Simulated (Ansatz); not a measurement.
Molecule: C₂H₇Si, net charge 0, doublet state. It need not be the lowest isomer of its formula. 
Structure (B3LYP-D3(BJ)/def2-TZVP (Ansatz, a first-principles code) minimum search):
SMILES: CC[SiH2]
```xyz
10

C     -1.5047    -0.6675    -0.3072
C     -0.6468     0.5680     0.0106
Si     1.1911     0.1706     0.1835
H     -1.1975    -1.1339    -1.2450
H     -1.4218    -1.4213     0.4779
H     -2.5602    -0.3992    -0.3998
H     -0.7649     1.3213    -0.7731
H     -0.9876     1.0359     0.9381
H      1.7371    -0.3998    -1.0789
H      1.4285    -0.7952     1.2917
```
Charge 0, spin multiplicity 2.

Parts of the frozen-core correlation energy in aug-cc-pV(D+d)Z (Ansatz, hartree). Frozen orbitals: 7; correlated occupied orbitals by spin: 10 and 9; virtual: 124 and 125. UHF or UKS for open shells. Spin-orbit coupling is left out. Non-relativistic.

```tsv
term	value
reference (HF)	-368.71471
MP2 opposite-spin	[?]
MP2 same-spin	-0.08296
CCSD correlation	[?]
(T)	[?]
T1 diagnostic	0.012
largest doubles amplitude	0.015
<S^2> of the reference	0.754
```

### Question
What belongs in the gaps?

### Answer

- MP2 opposite-spin, value: -0.31295
- CCSD correlation, value: -0.44788
- (T), value: -0.01389
